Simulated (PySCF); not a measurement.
## Two-component Hartree-Fock for Ta³⁰⁺ (tantalum, charge +30)

Start: [Kr] 4d7; 4d3/2 filled at m_j = -3/2, -1/2, +1/2, +3/2; 4d5/2 filled at m_j = +1/2, +3/2, +5/2. Calculated with PySCF 2.14 in an uncontracted even-tempered set (17 s from 2.8 bohr⁻², ratio 2.8; 14 p from 3.6 bohr⁻², ratio 2.8; 9 d from 3.6 bohr⁻², ratio 2.8; 3 f from 16 bohr⁻², ratio 3): generalised Hartree-Fock with the X2C-1e Hamiltonian and a Gaussian nucleus; one run each with spin-orbit coupling (SO) switched off, then screened by Boettger's factors.

```tsv
spinor shell	electrons	ε, spin-free (eV)	ε, screened SO (eV)	weight of nominal j (screened SO)	rms radius, screened SO (bohr)
1s1/2	2	-68881.9	-68861.5	1.000	0.0211
2s1/2	2	-12898.4	-12891.5	1.000	0.0854
2p1/2	2	-11442.8	-12349.4	1.000	0.0727
2p3/2	4	-11442.8	-11072.1	1.000	0.0800
3s1/2	2	-3862.2	-3859.7	1.000	0.218
3p1/2	2	-3421.6	-3621.3	1.000	0.209
3p3/2	4	-3421.6	-3337.9	1.000	0.223
3d3/2	4	-2905.3	-2942.4	1.000	0.196
3d5/2	6	-2905.3	-2878.1	1.000	0.201
4s1/2	2	-1582.9	-1582.0	1.000	0.455
4p1/2	2	-1418.2	-1480.6	0.998	0.458
4p3/2	4	-1418.2	-1391.2	0.999	0.485
4d3/2	4	-1220.8	-1229.2	0.974	0.479
4d5/2	3	-1220.8	-1213.4	0.976	0.486
```

```json
{"quantity": "E (hartree)", "spin-free": "-15137.43767", "screened SO": "-15155.47135"}
{"quantity": "M_J", "spin-free": "9/2", "screened SO": "9/2"}
{"quantity": "⟨J²⟩", "spin-free": "24.751", "screened SO": "24.753"}
{"quantity": "⟨L²⟩", "spin-free": "12.001", "screened SO": "15.306"}
{"quantity": "⟨S²⟩", "spin-free": "3.750", "screened SO": "2.758"}
```

Each row is a mean over spinors that exchange with the open shell spreads, by up to 22.415 eV (4p3/2).

Breit and QED terms are absent; they matter most for the inner s and p1/2 levels.

Densities and radii are taken from the X2C orbitals without a picture-change correction, which distorts them close to the nucleus.

Without spin-orbit coupling the j labels of p, d and f shells carry no meaning; the spin-free column gives the mean over the occupied spinors of each nl shell.
